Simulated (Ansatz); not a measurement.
Cl$_{2}$Fe (SMILES [Cl][Fe][Cl]), quintet, at a GFN2-xTB geometry (such geometries of metal compounds can be far from the true shape); WB97X-V/def2-SVP in Ansatz (a quantum-chemistry and plane-wave program).

Ansatz was given this input:
Ansatz 0.2 input:
```yaml
crystal:
  periodic: [false, false, false]
  atoms:
    - {symbol: Fe, position_ang: [-0.40815377, 0.20857746, -0.36293014]}
    - {symbol: Cl, position_ang: [1.54992816, 0.14750098, -0.93808064]}
    - {symbol: Cl, position_ang: [-0.92569298, -0.46650180, 1.49315026]}
basis:
  gaussian:
    orbitals: def2-SVP
hamiltonian:
  xc: {name: wB97X-V}
magnetization: {spin_polarized: true, initial_magnetization: 4}
```

The log (banner, timings and long lists left out):

```
Functional definition: wB97X-V
659 factors; integrals over basis functions are off by at most 5.7e-4 eV
110 factors; integrals over basis functions are off by at most 3.5e-4 eV
mean field evaluation 1: about -59410.0509 eV, gradient 3.1e1 eV
mean field evaluation 2: about -59403.3510 eV, gradient 5.8e1 eV
mean field evaluation 4: about -59414.5574 eV, gradient 1.8e0 eV
mean field evaluation 8: about -59414.6713 eV, gradient 1.7e-1 eV
mean field evaluation 16: about -59414.6776 eV, gradient 4.3e-2 eV
mean field evaluation 32: about -59414.6785 eV, gradient 2.5e-5 eV
mean field -59414.67851357 eV, -2183.4491626583 hartree, gradient 4.2e-6 eV, S^2 6.009367; 4 other end points of the search recorded, 0 dependent functions left out
reference -59414.67851090 eV, -2183.4491625601 hartree; 32, 28 occupied and 35, 39 virtual orbitals, 659 factors
Total energy: -59414.67851090 eV, -2183.4491625601 hartree
```
